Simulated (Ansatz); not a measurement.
Ansatz (a quantum-chemistry and plane-wave program) input (B2PLYP/def2-TZVP):

Ansatz 0.2 input:
```yaml
crystal:
  periodic: [false, false, false]
  atoms:
    - {symbol: Cl, position_ang: [0.00000000, 0.00000000, 0.00000000]}
basis:
  gaussian:
    orbitals: def2-TZVP
hamiltonian:
  xc: {name: B2PLYP}
magnetization: {spin_polarized: true, initial_magnetization: 1}
correlation: {electrons: outside_noble_gas}
scf: {lower_state_search: full}
```

Output:

```
Functional definition: B2PLYP
integrals: 0.00 GiB planned
208 factors; integrals over basis functions are off by at most 2.0e-4 eV
mean field: 0.08 GiB planned
mean field evaluation 1: about -12516.3008 eV, gradient 4.6e0 eV
mean field evaluation 2: about -12516.3024 eV, gradient 4.6e0 eV
mean field evaluation 4: about -12516.4195 eV, gradient 2.4e-1 eV
mean field evaluation 8: about -12516.4215 eV, gradient 1.4e-2 eV
mean field evaluation 16: about -12516.2324 eV, gradient 6.9e0 eV
mean field evaluation 32: about -12483.2639 eV, gradient 1.5e1 eV
mean field -12516.42152218 eV, -459.9700070048 hartree, gradient 3.2e-6 eV, S^2 0.755267; 2 other end points of the search recorded, 0 dependent functions left out
5 core orbitals not correlated
reference -12516.42162084 eV, -459.9700106307 hartree; 4, 3 occupied and 28, 29 virtual orbitals, 208 factors
second order -5.15278852 eV of doubles, -0.00000000 eV of singles
Total energy: -12517.81287374 eV, -460.0211382317 hartree
```
